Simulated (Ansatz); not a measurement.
```xyz
3

C     0.0000    0.0000   -0.1653
H     0.0000    0.7929    0.4958
H     0.0000   -0.7929    0.4958
```

Basis set: def2-TZVP (spherical functions). Left uncorrelated: 1 orbital. Charge 0, multiplicity 1.

Computed with Ansatz (development build ahead of 0.2.0); each method stands on the lowest determinant of its kind that the runs found. Restricted open shells among the atoms or ions are ROHF, correlated in semicanonical orbitals with singles.

Q: Give the atomization energy at this shape (free ground-state atoms in the same class of orbitals less the molecule, no zero-point energy) of singlet CH₂ by RHF-MP2, RHF.

A:

```tsv
method	atomization energy
RHF-MP2	682.1 kJ/mol
RHF	524.1 kJ/mol
```

Caution: another spin multiplicity may lie lower; in another basis set an unrestricted determinant lies well below; the shape is not the minimum.
